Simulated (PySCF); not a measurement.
Working out the excitation energy of Be

Be [He] 2s2 (1S) → Be [He] 2s1 2p1 (3P). Calculation: PySCF 2.14, in aug-cc-pVTZ-DK; scalar relativity by spin-free X2C-1e. Frozen: 1s2. Energies in hartree (1 hartree = 27.21139 eV):

```csv
part,Be (lower),Be (upper)
UHF,-14.575388,-14.515825
MP2 opposite-spin,-0.028359,0.000000
MP2 same-spin,0.000000,-0.002703
```

Task: What does Hartree-Fock give?

Result: (-14.515825) − (-14.575388) = 0.059563 hartree = 1.621 eV.

Task: What do MP2 and SCS-MP2 (6/5 opposite-spin, 1/3 same-spin) give?

Result: The opposite-spin parts differ by 0.772 eV and the same-spin parts by -0.074 eV. MP2: 1.621 + (0.772) + (-0.074) = 2.319 eV. SCS-MP2: 1.621 + 1.2 × (0.772) + (-0.074)/3 = 2.523 eV.

Measured between the centres of the two terms (NIST): 2.725 eV, so MP2 (valence) is off by -0.406 eV.

What remains against the reference includes basis incompleteness, the frozen core and correlation beyond second order.
